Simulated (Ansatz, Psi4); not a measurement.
# The same job for Psi4

This Ansatz 0.2.0 job computes HfF4 (SMILES F[Hf](F)(F)F):

input.yaml:
```yaml
crystal:
  periodic: [false, false, false]
  atoms:
    - symbol: F
      position_ang: [-0.908700, -0.112040, 1.661430]
    - symbol: Hf
      position_ang: [-0.000000, 0.000000, -0.000000]
    - symbol: F
      position_ang: [1.622880, -0.977200, 0.099740]
    - symbol: F
      position_ang: [-1.093180, -0.727680, -1.368970]
    - symbol: F
      position_ang: [0.379000, 1.816910, -0.392190]
basis:
  gaussian:
    orbitals: def2-SVP
hamiltonian:
  xc: {name: B3LYP}
accuracy: high
output: {orbitals: {seedname: orbitals}}
```

```bash
$ ansatz run input.yaml --threads 1 --pin off --max-ram 3480MiB --events-out events.jsonl --progress --plain --runs-dir runs
```

The coordinates come from a PBE0-D4/def2-TZVP relaxation.

It gives a total energy of -447.436995 Eh.

Problem. Translate the job to Psi4 1.11 as a QCSchema file.

Solution. This input was run:

input.json:
```json
{
  "schema_name": "qcschema_input",
  "schema_version": 1,
  "molecule": {
    "schema_name": "qcschema_molecule",
    "schema_version": 2,
    "symbols": ["F", "Hf", "F", "F", "F"],
    "geometry": [-1.71719413, -0.21172492, 3.13964768, 0.0, 0.0, 0.0, 3.06679873, -1.84664037, 0.18848128, -2.0658108, -1.37511591, -2.58697837, 0.7162062, 3.43346229, -0.74113169],
    "molecular_charge": 0,
    "molecular_multiplicity": 1,
    "fix_symmetry": "c1"
  },
  "driver": "energy",
  "model": {
    "method": "b3lyp",
    "basis": "def2-SVP"
  },
  "keywords": {
    "puream": true,
    "e_convergence": 1e-09,
    "d_convergence": 1e-08,
    "scf_type": "pk",
    "dft_radial_points": 99,
    "dft_spherical_points": 590,
    "scf_properties": ["DIPOLE", "QUADRUPOLE", "MULLIKEN_CHARGES"]
  }
}
```

```bash
$ psi4 --qcschema input.json -n 1 --memory 2200MB
```

Its energy is -447.437190 Eh, 0.195 mEh from the first; the programs' integration grids differ.
